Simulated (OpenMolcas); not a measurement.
Ag2+: effect of the metal basis

Ag2+ with its 6 nearest bromide ions at 2.848 Å, on the Ca site of CsCaBr3 (a = 5.69 Å, distance in the model lattice 2.845 Å). The rest of the host is ab initio model potentials to 7.6 Å and point charges beyond; the distance is set by hand and nothing relaxes.

```
Program             : OpenMolcas
Method              : CASSCF
Spin-orbit coupling : state interaction with AMFI integrals over the reference wave functions
```

Fixed: ligand basis ANO-RCC-VDZP, active space 9 electrons in 5 orbitals (4d), DKH2 Hamiltonian.

States (labels of O, the rotations of Oh). Energies in cm-1 above the lowest state or level, χT in cm3 K/mol; 10Dq is the gap between the two states.

```
Run   Metal basis  Ground state  First state of that spin  10Dq  First gap with spin-orbit (degeneracies)  χT at 300 K                     Cost
  A  ANO-RCC-VDZP            2E                  2T2 6965  6965                               5621 (4, 2)        0.637  roughly 60 core-seconds
  B  ANO-RCC-VTZP            2E                  2T2 6531  6531                               5247 (4, 2)        0.665  roughly 90 core-seconds
```

Against A, |10Dq| changes by -6.2 % in B.

Costs are those of the RASSCF and RASSI steps.

An orbital doublet at a regular site is open to a Jahn-Teller distortion, which this geometry leaves out. With metal d orbitals alone the field can be off either way by tens of per cent. Ligand-to-metal charge-transfer states are missing. The least metal-like active orbital is 80 % on the metal (Löwdin) and no ligand orbital is active, so the numbers are rough (holds for A). The least metal-like active orbital is 84 % on the metal (Löwdin) and no ligand orbital is active, so the numbers are rough (holds for B). No measured value stands beside these numbers; the geometry was set by hand and not optimised.
